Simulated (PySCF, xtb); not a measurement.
CH2F, SMILES [CH2]F (connectivity only; charge and spin as stated), charge +1, multiplicity 1.

Harmonic wavenumbers (cm⁻¹) from xtb with GFN2-xTB at its own minimum, in rising order: 1008, 1045, 1227, 1546, 2802, 2836.

Q: What does B3LYP-D3(BJ)/def2-TZVPD run with PySCF give at its own minimum? (Estimate from the structure and the level; the computed values follow.)

A: 1243, 1287, 1440, 1593, 3031, 3194. Paired by order, the mean absolute difference is 220 cm⁻¹ and the zero-point energies are 15.0 and 16.9 kcal/mol.
